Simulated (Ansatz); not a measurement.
Ideal-gas functions of bromine, Br₂ at 400 K and 1 bar, from an Ansatz frequency run at PBE0-D4/def2-TZVP.

Molar mass 159.81 g/mol, point group D∞h (symmetry number 2), electronic degeneracy 1, moments of inertia 207.985 u Å². Harmonic wavenumbers (cm⁻¹, unscaled): 334.

Use S(trans) = R[1.5 ln M + 2.5 ln T − 1.1517]; rotational temperatures θ = 24.2544 K / I; S(rot) = R[ln(T/σθ) + 1]; for each mode x = 1.438777 ν̃/T, S = R[x/(eˣ − 1) − ln(1 − e⁻ˣ)] and H = RT x/(eˣ − 1); 1 cm⁻¹ = 0.0119627 kJ/mol; R = 8.31446 J/(mol·K).

By hand: the entropy, in J/(mol·K).

Translation 178.2. Rotation: θ = 0.1166 K, giving 70.2. Vibration, mode by mode: 7.27, in all 7.3. Electronic 0.0. Sum 255.7 J/(mol·K).

By hand: H − E and G − E in kJ/mol, counted from the electronic energy.

Zero-point energy ½ × 334 × 0.0119627 = 2.0; thermal vibration 1.7; translation, rotation and pV give 3.5 RT = 11.6. H − E = 15.3 kJ/mol, and G − E = 15.3 − 400 × 255.7/1000 = -87.0 kJ/mol.

Vibration gives 3 % of the entropy.
